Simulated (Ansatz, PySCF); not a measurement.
Reaction (SMILES): [In][O][In] -> [In][O][In] as doublet, charge +1 + e-
Structures are relaxed separately at B3LYP-D3(BJ)/def2-TZVP in Ansatz (an electronic-structure program). High T1 diagnostic, so coupled cluster is less sure: [In][O][In] as doublet, charge +1.
Geometry of the first species:
```xyz
3

In     0.0000     0.0000    -2.0164
O      0.0000     0.0000     0.0000
In     0.0000     0.0000     2.0164
```

Quantity: adiabatic ionisation energy (0 K, with B3LYP-D3(BJ) harmonic zero-point energies from PySCF), in eV. Correlated levels leave the core frozen unless marked. Open shells are spin-unrestricted. Spin-orbit coupling is left out. The frozen core is the preceding noble-gas configuration, with the filled d and f shells of earlier blocks. Past Kr the def2 sets carry scalar-relativistic core potentials. CBS marks a two-point X^-3 extrapolation of the correlation energy; Hartree-Fock from the larger set.

```
level                                      program  adiabatic ionisation energy (eV)
----------------------------------  --------------  --------------------------------
SVWN5/def2-TZVPD                            Ansatz                                 ?
revPBE-D3(BJ)/def2-TZVPD            Ansatz + dftd3                                 ?
B3LYP-D3(BJ)/def2-TZVPD             Ansatz + dftd3                              7.65
PBE0-D4/def2-TZVPD                  Ansatz + dftd4                              7.55
PBE0/def2-TZVP                              Ansatz                                 ?
HSE06/def2-TZVPD                            Ansatz                              7.51
wB97X-V/def2-TZVPD                          Ansatz                                 ?
CCSD(T)/CBS(def2-TZVPP,def2-QZVPP)          Ansatz                              7.71
```

Q: What belongs in the gaps?

A: 
- SVWN5/def2-TZVPD, adiabatic ionisation energy (eV): 7.85
- revPBE-D3(BJ)/def2-TZVPD, adiabatic ionisation energy (eV): 7.40
- PBE0/def2-TZVP, adiabatic ionisation energy (eV): 7.53
- wB97X-V/def2-TZVPD, adiabatic ionisation energy (eV): 7.77
